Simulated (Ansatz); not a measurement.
Consider the isomerisation: `C[C@@H]1CCCC[C@@H]1C` → `C=CCCCCCC`.

Isolated molecules relaxed with PBE0-D4/def2-TZVP in Ansatz; ΔE leaves out vibrations. CCSD(T)/CBS adds triple-zeta CCSD(T) − MP2 to the extrapolated MP2 energy (def2 sets, frozen cores). DFT in def2-TZVPP. HSE06 is defined as in plane-wave codes. One conformer a species, not always the lowest.

```json
{"level": "HSE06-D4", "ΔE (kJ/mol)": "107.5"}
{"level": "CAM-B3LYP", "ΔE (kJ/mol)": "83.7"}
{"level": "LC-ωPBE", "ΔE (kJ/mol)": "113.4"}
{"level": "HF/def2-TZVPP", "ΔE (kJ/mol)": "65.9"}
```

Problem. What does CCSD(T)/CBS give? (An estimate is asked.)

Solution. Computed: +97.5 kJ/mol. The listed levels differ from it by 10.0, -13.8, 15.9, -31.6 kJ/mol.

Largest T1 diagnostic among the species: 0.009.

Leaving LDA and LC-ωPBE aside and taking each functional with its dispersion term where it has one, the values, not all of them listed here, spread over 40.8 kJ/mol, from BLYP-D4 to PBE-QIDH. LDA lies +44.1 kJ/mol from PBE without D4. In def2-TZVPP, CCSD(T) changes the Hartree–Fock value by +32.8 kJ/mol (the triples alone add +1.6 kJ/mol) and MP2 by +45.5 kJ/mol. The D4 term adds +17.8 kJ/mol with B3LYP and +9.5 kJ/mol with PBE0; it sums over pairs of atoms, weighted by their polarisabilities, and B3LYP, whose exchange is more repulsive, gets the larger term.

B3LYP here is the variant with VWN-RPA as its local correlation; programs differ in this.
